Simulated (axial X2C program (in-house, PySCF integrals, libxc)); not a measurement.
## Ionising NbN

All values come from calculations with an in-house all-electron X2C program for linear molecules (integrals from PySCF), spin-free (one-electron X2C) or two-component (2c: spin–orbit coupling with atomic mean-field Coulomb and Gaunt terms, which also bring small scalar terms), in Dyall basis sets with cores contracted in-house; open shells are unrestricted.

Basis sets: N dyall-av3z, Nb dyall-cv3z.

```json
{"Hamiltonian": "spin-free", "level": "PBE0", "NbN state": "M_S = 1, Λ = 2", "Re (Å)": "1.636", "ωe (cm⁻¹)": "1121.1", "De (eV)": "5.76"}
{"Hamiltonian": "2c", "level": "PBE0", "NbN state": "Ω = 1", "Re (Å)": "1.636", "ωe (cm⁻¹)": "1120.8", "De (eV)": "n/a"}
```

Adiabatic ionisation energy (minimum to minimum, no zero-point term) and constants of NbN⁺:

```json
{"Hamiltonian": "spin-free", "level": "PBE0", "NbN⁺ state": "M_S = 1/2, Λ = 2", "IE (eV)": "7.10", "Re (Å)": "1.602", "ωe (cm⁻¹)": "1183.6", "De (eV)": "5.55", "fragments": "Nb+ + N"}
{"Hamiltonian": "2c", "level": "PBE0", "NbN⁺ state": "Ω = 3/2", "IE (eV)": "7.10", "Re (Å)": "1.602", "ωe (cm⁻¹)": "1183.4", "De (eV)": "n/a", "fragments": "Nb+ + N"}
```

Add the zero-point terms to the ionisation energy at PBE0, 2c, and say whether the electron removed was bonding.

IE0 = IE + (ωe⁺ − ωe)/2 = 7.10 + (0.004) = 7.10 eV. Re changes by -0.034 Å, so the bond shortens, as on loss of an antibonding or a polarising non-bonding electron.

Each entry is the lowest single determinant of a limited PBE0 search at one distance. De goes to single-determinant-based atoms at the same level (for ions the charge split of lowest energy) and is withheld (n/a) where an atom does not fit its ground term or J level. Main or longest-lived isotopes. One determinant is a doubtful description, or other states lie close, for NbN, NbN⁺; these need not be ground states, and all values refer to the states named. With several unpaired electrons the Ω given is that of one determinant, not necessarily of the lowest component. The functionals have no current term, which raises determinants with orbital currents.
